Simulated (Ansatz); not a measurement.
Process, species as SMILES: CNB(C)C [N-dimethylboranylmethanamine] -> C[B]NC + [CH3] (CH3) (the B-C bond at the site shown breaks; other sites are not compared here)
Structures are relaxed separately at B3LYP-D3(BJ)/def2-TZVP in Ansatz (an electronic-structure program), one conformer each, not searched for the lowest.

Property: bond dissociation energy (electronic energy difference), in kJ/mol. Correlated levels leave the core frozen unless marked. UHF or UKS for open shells. Spin-orbit coupling is left out. No relativistic terms. CBS marks a two-point X^-3 extrapolation of the correlation energy; Hartree-Fock from the larger set.

CCSD(T)/CBS(cc-pVTZ,cc-pVQZ) (Ansatz) gives 448.0 kJ/mol.

Q: Another calculation gave 453.8 kJ/mol. Which level was it?
(A) r2SCANh/def2-TZVPD (Ansatz)
(B) SVWN5/def2-TZVPD (Ansatz)
(C) wB97X-V/def2-TZVPD (Ansatz)
(D) B97M-V/def2-TZVPD (Ansatz)

A: C, wB97X-V/def2-TZVPD (Ansatz). The others give 411.7 (r2SCANh), 502.4 (SVWN5), 442.8 (B97M-V) kJ/mol.
